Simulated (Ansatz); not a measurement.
Frontier orbitals of C₂H₃BrN₂Si (`Br/C=N\C1=N[SiH2]1`).

```xyz
9

Br   -2.061    1.062    1.388
C    -0.589    0.001    1.967
N     0.230   -0.561    1.217
C     0.281   -0.485   -0.133
N    -0.064   -1.295   -1.065
Si    0.725    0.150   -1.739
H    -0.530   -0.068    3.047
H    -0.095    1.168   -2.425
H     2.103    0.028   -2.258
```

Charge 0, multiplicity 1. Correlated methods include outer-core shells of Br, which these sets cover unevenly. Scalar relativity is left out up to krypton. Geometry: relaxed with PBE0-D4/def2-TZVP. Basis def2-TZVPP, Ansatz 0.2.0.

Orbital energies of one run (eV). Highest occupied ones, from the top: -5.74, -7.07, -7.45, -7.54, -8.52, -9.00, -9.92, -10.39, -11.06, -12.02, -13.38, -13.59, -17.31, -20.27. Empty: -2.57, -1.91, -1.26, -0.64, 0.19, 0.45.

(1) Which functional gave them?
A. r2SCANh
B. BHLYP
C. PBE
D. ωB97M-V

## Answers

(1) C. HOMO energies: PBE -5.74, ωB97M-V -9.02, BHLYP -7.94, r2SCANh -6.37 eV.
